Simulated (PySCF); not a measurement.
B(Cl)(OMe)(SH) (CH4BClOS), SMILES COB(S)Cl.

Geometry optimised at r2SCAN-D4/def2-SVP. The values are those of a single conformer.

Level of theory: r2SCAN-D4/def2-SVP (PySCF 2.14.0).

Frequencies are harmonic and unscaled.

```tsv
mode	ν (cm⁻¹)	IR (km/mol)	moving atoms (share of kinetic energy)
1	92	0.1	H 96 %
2	156	6.5	O 45 %, H 25 %, C 18 %
3	193	3.5	C 38 %, S 32 %, H 21 %
4	255	1.5	Cl 34 %, S 32 %, O 13 %, B 8 %
5	355	23.5	H 90 %
6	388	5.9	Cl 35 %, O 31 %, C 21 %, H 11 %
7	514	8.1	B 81 %, O 13 %
8	525	7.7	S 37 %, O 31 %, Cl 18 %, B 8 %
9	782	22.9	H 82 %, B 8 %
10	1007	347.7	B 75 %
11	1044	4.9	C 39 %, O 30 %, B 20 %, H 10 %
12	1168	0.3	H 77 %, C 19 %
13	1190	11.5	H 72 %, C 19 %
14	1366	446.1	B 38 %, O 29 %, H 22 %, C 11 %
15	1468	12.7	H 96 %
16	1473	10.9	H 97 %
17	1495	101.5	H 68 %, O 14 %, B 14 %
18	2720	1.6	H 97 %
19	3021	36.0	H 97 %
20	3115	18.9	H 90 %, C 10 %
21	3161	15.2	H 90 %, C 10 %
```
